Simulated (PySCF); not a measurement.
Pb(SH)2 (H₂PbS₂), SMILES [SH][Pb][SH] (connectivity only; charge and spin as stated), neutral, multiplicity 1.

The structure is a stationary point at PBE-D3(BJ)/def2-SVP. The def2 effective core potentials stand for the cores of Pb; spin–orbit coupling is left out. The values are those of a single conformer.

Level of theory: CAM-B3LYP/def2-TZVPD (PySCF).

Symmetry labels are those of the subgroup Cs that the program uses (full group Cs).

Problem. List the valence orbital energies around the gap with their symmetry. (The exact figures need the calculation; the answer reports its results.)

Solution. 
| orbital | symmetry | energy (eV) |
|---|---|---|
| HOMO−7 | A' | -20.91 |
| HOMO−6 | A' | -15.57 |
| HOMO−5 | A' | -12.55 |
| HOMO−4 | A' | -11.87 |
| HOMO−3 | A' | -9.31 |
| HOMO−2 | A" | -8.95 |
| HOMO−1 | A' | -8.55 |
| HOMO | A" | -8.30 |
| LUMO | A" | -1.86 |
| LUMO+1 | A' | -0.32 |
| LUMO+2 | A' | -0.20 |
| LUMO+3 | A' | 0.38 |
